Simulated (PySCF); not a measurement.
# Computed properties of Se(F)(SH) (FHSSe), SMILES [Se](F)S

Se(F)(SH) (FHSSe), SMILES F[Se]S. Geometry optimised at PBE0-D3(BJ)/def2-TZVP. One conformer was computed; it need not be the lowest. All values are computed for the isolated molecule unless a solvent is named; none is compared with measurement here.

**Structure.** All 6 harmonic modes at PBE0-D3(BJ)/def2-TZVP (PySCF) are real, so it is a minimum. With heavy atoms numbered as in [Se:1]([F:2])[SH:3], the shortest bond between them is Se1–F2 at 1.766 Å and the longest Se1–S3 at 2.132 Å.

**Vibrations.** The strongest infrared lines (harmonic, unscaled, degenerate partners summed) lie at 642 cm⁻¹ (95 km/mol, F 81 %, Se 19 %), 437 cm⁻¹ (15 km/mol, H 91 %), 443 cm⁻¹ (14 km/mol, S 69 %, Se 29 %). The softest mode is at 214 cm⁻¹ and the zero-point energy is 7.5 kcal/mol.

**Electronic structure.** HF/def2-TZVPD (PySCF) places the frontier levels at -10.10 and 1.02 eV, a gap of 11.12 eV, and gives a dipole moment of 2.22 D and a mean polarisability of 48.1 bohr³.

**Excitations.** TDDFT-M06-2X/def2-SVPD (PySCF) has S1 at 3.53 eV (351 nm, f = 0.001, dark); the most intense of the 10 singlets computed lies at 7.50 eV (f = 0.08). T1 (TDA) is at 2.85 eV. No vertical singlet excitation falls in the visible range (under 3.1 eV).

**NMR.** GIAO shifts at PBE0/pcSseg-2 (PySCF) (non-relativistic, atoms alike by connectivity averaged): ¹H at 6.1 ppm against TMS; ¹⁹F at -342.5 ppm against CFCl3.
